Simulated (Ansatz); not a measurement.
`CB(C)O` + H₂Se → `CB(C)[SeH]` + H₂O at 500 K and 1 bar (ligand exchange at a B–O bond).

Computed with Ansatz on PBE0-D4/def2-TZVP structures; ΔE is electronic, products minus reactants. CCSD(T)/CBS is the MP2 limit (def2-TZVPP, def2-QZVPP) plus CCSD(T) − MP2 in def2-TZVPP, frozen cores. This one scheme is used for every species. For Se outer-core shells are correlated without core-valence functions, which leaves a few kJ/mol of doubt a bond. Scalar relativity is left out up to krypton. One conformer a species, not always the lowest.

```json
{"species": "`CB(C)O`", "CCSD(T)/CBS energy (Eh)": "-180.36349", "H − E (kJ/mol)": "283.3", "S (J/(mol·K))": "374.4"}
{"species": "H₂Se", "CCSD(T)/CBS energy (Eh)": "-2401.89790", "H − E (kJ/mol)": "53.1", "S (J/(mol·K))": "237.8"}
{"species": "`CB(C)[SeH]`", "CCSD(T)/CBS energy (Eh)": "-2505.86300", "H − E (kJ/mol)": "269.4", "S (J/(mol·K))": "403.7"}
{"species": "H₂O", "CCSD(T)/CBS energy (Eh)": "-76.37941", "H − E (kJ/mol)": "73.2", "S (J/(mol·K))": "206.3"}
```

H − E and S are ideal-gas, rigid-rotor, harmonic terms from PBE0-D4/def2-TZVP, for one conformer and one mirror image of each species. 1 Eh = 2625.50 kJ/mol, R = 8.31446 J/(mol·K).

By hand: ΔE, ΔH, ΔS and ΔG.

ΔE = (-2505.86300) + (-76.37941) − (-180.36349) − (-2401.89790) = 0.01898 Eh = 49.8 kJ/mol. Δ(H − E) = 269.4 + 73.2 − 283.3 − 53.1 = 6.2, so ΔH = 56.0 kJ/mol. ΔS = 403.7 + 206.3 − 374.4 − 237.8 = -2.2 J/(mol·K). ΔG = 56.0 − 500 × (-2.2)/1000 = 57.1 kJ/mol.

By hand: the equilibrium constant, and the temperature at which ΔG would vanish if ΔH and ΔS stayed fixed.

log₁₀ K = −ΔG/(RT ln 10) = -6.0. ΔH and −TΔS have one sign here, so there is no such temperature. One of them is within its doubt of zero, so this could turn.

The number of gas molecules stays the same, so ΔS is small and ΔH decides. A doubt of 5 kJ/mol in ΔE shifts log₁₀ K by 0.5 here. Other conformers and mirror images would add mixing entropy, several J/(mol·K) or more a flexible species. These are equilibria of isolated gas molecules and say nothing of rates. Largest T1 diagnostic: 0.011 (customary marks: 0.02 for closed shells, 0.045 for open ones).
